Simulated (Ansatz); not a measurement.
GeHO (SMILES [OH+]=[Ge]) moved off its minimum; all values from Ansatz (an electronic-structure program), cores frozen in correlated methods.
(charge 1, multiplicity 1)
```xyz
3

O     -0.10936    -0.00949    -1.26220
Ge    -0.05863     0.08122     0.36479
H      0.08320    -0.01636    -2.29832
```

Forces at HF/def2-TZVPP (eV/Å):

```tsv
atom	Fx	Fy	Fz
O1	0.812	-0.071	-5.225
Ge2	0.018	0.044	0.831
H3	-0.830	0.026	4.394
```

**Question.** Give the forces (eV/Å), the total energy and the dipole at CCSD(T)/aug-cc-pVTZ.

**Answer.** 
```
atom      Fx      Fy      Fz
----  ------  ------  ------
O1     0.596  -0.125  -5.333
Ge2    0.045   0.109   2.032
H3    -0.642   0.016   3.301
```
Energy -2150.9724 hartree.
